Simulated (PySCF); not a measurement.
A series of related molecules.

All values: B3LYP/def2-SVPD (PySCF) at PBE0-D3(BJ)/def2-SVP geometries, gas phase, one conformer each. Core orbitals are frozen in the response; Δα² is half the sum of the squared differences of the principal polarisabilities. The calculation is non-relativistic, for bromine too.

Question: Rank by polarisability anisotropy Δα, lowest first.
A. `C=C[Si](C=C)(C=C)NCC` (Si(vinyl)3(NHEt))
B. `C=C[Si](C=C)(C=C)CCCC` (Si(vinyl)3(nBu))
C. `C=C[Si](F)(C=C)C=C` (Si(vinyl)3F)
D. `C=C[Si](Br)(C=C)C=C` (Si(vinyl)3Br)
E. `C=C[Si](C=C)(C=C)[Si](C)(C)C` (Si(vinyl)3(SiMe3))
F. `C=C[Si](C=C)(C=C)N1CCCC1` (Si(vinyl)3(pyrrolidide))

Answer: D (1.02 Å³), E (1.98 Å³), C (2.69 Å³), A (3.62 Å³), B (4.20 Å³), F (4.45 Å³).

Question: Rank by HOMO–LUMO gap, lowest first.
A. Si(vinyl)3(pyrrolidide) (`C=C[Si](C=C)(C=C)N1CCCC1`)
B. Si(vinyl)3(nBu) (`C=C[Si](C=C)(C=C)CCCC`)
C. Si(vinyl)3(OAc) (`C=C[Si](C=C)(C=C)OC(C)=O`)
D. Si(vinyl)3(SiMe3) (`C=C[Si](C=C)(C=C)[Si](C)(C)C`)
E. Si(vinyl)3(NHEt) (`C=C[Si](C=C)(C=C)NCC`)

Answer: A (4.92 eV), E (5.46 eV), D (5.92 eV), C (6.46 eV), B (6.76 eV).

All values together:

```tsv
SMILES	formula	μ (D)	HOMO (eV)	LUMO (eV)	α (Å³)	Δα (Å³)	electrons	α per electron (Å³)	ΔSCF removal energy (eV)
C=C[Si](C=C)(C=C)CCCC	C10H18Si	0.08	-7.29	-0.53	22.10	4.20	92	0.240	–
C=C[Si](C=C)(C=C)NCC	C8H15NSi	0.54	-6.33	-0.87	19.74	3.62	84	0.235	–
C=C[Si](C=C)(C=C)N1CCCC1	C10H17NSi	0.63	-5.72	-0.80	22.41	4.45	98	0.229	–
C=C[Si](F)(C=C)C=C	C6H9FSi	1.55	-7.52	-0.97	14.74	2.69	68	0.217	9.33
C=C[Si](C=C)(C=C)OC(C)=O	C8H12O2Si	1.84	-7.47	-1.01	18.92	4.05	90	0.210	–
C=C[Si](Br)(C=C)C=C	C6H9BrSi	1.79	-7.57	-1.04	17.82	1.02	94	0.190	9.33
C=C[Si](C=C)(C=C)[Si](C)(C)C	C9H18Si2	0.21	-6.54	-0.62	24.99	1.98	100	0.250	–
```

Conformers: `C=C[Si](C=C)(C=C)CCCC`; `C=C[Si](C=C)(C=C)NCC`; `C=C[Si](C=C)(C=C)N1CCCC1`; `C=C[Si](F)(C=C)C=C`; `C=C[Si](C=C)(C=C)OC(C)=O`; `C=C[Si](Br)(C=C)C=C`; `C=C[Si](C=C)(C=C)[Si](C)(C)C`.

A dash marks a removal energy that wasn't run or isn't settled.

Q: How closely does the mean polarisability follow the number of electrons in this set?

A: The correlation coefficient is 0.83; α per electron runs from 0.190 to 0.250 Å³.
